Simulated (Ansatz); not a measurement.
Method: B3LYP-D3(BJ)/def2-TZVP (Ansatz, a program for electronic structure). No frequencies were computed at this level.

Ansatz 0.2 input:
```yaml
crystal:
  periodic: [false, false, false]
  atoms:
    - { symbol: C, position_ang: [1.931284, 0.121361, 0.095552] }
    - { symbol: C, position_ang: [0.627794, 0.039456, 0.041145] }
    - { symbol: C, position_ang: [-0.627794, -0.039453, -0.011249] }
    - { symbol: C, position_ang: [-1.931285, -0.121356, -0.065659] }
    - { symbol: H, position_ang: [2.438461, 0.467056, 0.982658] }
    - { symbol: H, position_ang: [2.549554, -0.153619, -0.744579] }
    - { symbol: H, position_ang: [-2.549555, 0.153618, 0.774473] }
    - { symbol: H, position_ang: [-2.438459, -0.467063, -0.952761] }
basis:
  gaussian: { orbitals: def2-tzvp }
hamiltonian:
  xc: b3lyp
  dispersion: d3bj
relax:
  max_steps: 150
```

Output:

```
Functional definition: B3LYP
896 factors; their error is unknown
mean field evaluation 1: about -4204.7187 eV, gradient 5.5e1 eV
mean field evaluation 2: about -4204.2312 eV, gradient 5.5e1 eV
mean field evaluation 4: about -4212.1280 eV, gradient 5.3e0 eV
mean field evaluation 8: about -4212.1944 eV, gradient 2.9e-2 eV
mean field evaluation 16: about -4212.1869 eV, gradient 3.7e-6 eV
mean field -4212.18685534 eV, -154.7950118109 hartree, gradient 4.0e-6 eV, S^2 0.000000; 0 other end points of the search recorded, 0 dependent functions left out
reference -4212.18709682 eV, -154.7950206854 hartree; 14, 14 occupied and 134, 134 virtual orbitals, 896 factors
relax step   1: F+E_penalty+E_count = -4212.40162771 eV  Δ(F+E_penalty+E_count) = +0.000e0 eV  max|allowed force component| = 1.701e-1 eV/Å  Δτ_max = 0.0000 Å  (29 SCF iters, accepted)
these checks for a lower state are left out or cut short: starts, cluster_reference, orbital_swaps, neighbouring_geometries, increment
896 factors; their error is unknown
mean field -4212.19137603 eV, -154.7951779434 hartree, gradient 8.4e-6 eV, S^2 0.000000; 0 other end points of the search recorded, 0 dependent functions left out
reference -4212.19161794 eV, -154.7951868333 hartree; 14, 14 occupied and 134, 134 virtual orbitals, 896 factors
relax step   2: F+E_penalty+E_count = -4212.40570312 eV  Δ(F+E_penalty+E_count) = -4.075e-3 eV  max|allowed force component| = 4.744e-2 eV/Å  Δτ_max = 0.0078 Å  (32 SCF iters, accepted)
these checks for a lower state are left out or cut short: starts, cluster_reference, orbital_swaps, neighbouring_geometries, increment
896 factors; their error is unknown
mean field -4212.19165532 eV, -154.7951882069 hartree, gradient 9.5e-6 eV, S^2 0.000000; 0 other end points of the search recorded, 0 dependent functions left out
reference -4212.19189736 eV, -154.7951971019 hartree; 14, 14 occupied and 134, 134 virtual orbitals, 896 factors
relax step   3: F+E_penalty+E_count = -4212.40589818 eV  Δ(F+E_penalty+E_count) = -1.951e-4 eV  max|allowed force component| = 2.334e-2 eV/Å  Δτ_max = 0.0029 Å  (33 SCF iters, accepted)
these checks for a lower state are left out or cut short: starts, cluster_reference, orbital_swaps, neighbouring_geometries, increment
896 factors; their error is unknown
mean field evaluation 32: about -4212.1958 eV, gradient 5.1e-1 eV
mean field -4212.19168418 eV, -154.7951892677 hartree, gradient 9.7e-6 eV, S^2 0.000000; 0 other end points of the search recorded, 0 dependent functions left out
reference -4212.19192622 eV, -154.7951981623 hartree; 14, 14 occupied and 134, 134 virtual orbitals, 896 factors
relax step   4: F+E_penalty+E_count = -4212.40593728 eV  Δ(F+E_penalty+E_count) = -3.910e-5 eV  max|allowed force component| = 4.620e-3 eV/Å  Δτ_max = 0.0029 Å  (32 SCF iters, accepted)
896 factors; their error is unknown
mean field -4212.19168418 eV, -154.7951892677 hartree, gradient 8.8e-6 eV, S^2 0.000000; 1 other end points of the search recorded, 0 dependent functions left out
reference -4212.19192622 eV, -154.7951981623 hartree; 14, 14 occupied and 134, 134 virtual orbitals, 896 factors
Total energy: -4212.40617932 eV, -154.8030718186 hartree
Atom 0 at     1.937850     0.121781     0.095824 Å, force     0.004620     0.000231     0.000191 eV/Å
Atom 1 at     0.629932     0.039734     0.041193 Å, force    -0.004367    -0.000387    -0.000138 eV/Å
Atom 2 at    -0.629946    -0.039430    -0.011389 Å, force     0.004356     0.000163     0.000209 eV/Å
Atom 3 at    -1.937850    -0.121748    -0.065939 Å, force    -0.004553    -0.000513    -0.000169 eV/Å
Atom 4 at     2.445295     0.470382     0.988308 Å, force    -0.000727    -0.002216     0.000103 eV/Å
Atom 5 at     2.557188    -0.156193    -0.749578 Å, force    -0.001003     0.002297    -0.000216 eV/Å
Atom 6 at    -2.557109     0.154192     0.780182 Å, force     0.000760     0.002078    -0.001236 eV/Å
Atom 7 at    -2.445360    -0.468717    -0.959021 Å, force     0.000915    -0.001652     0.001257 eV/Å
Dipole moment:     0.000003    -0.000072     0.000023 e Å
```

Cost: around 16 core-seconds (rough).
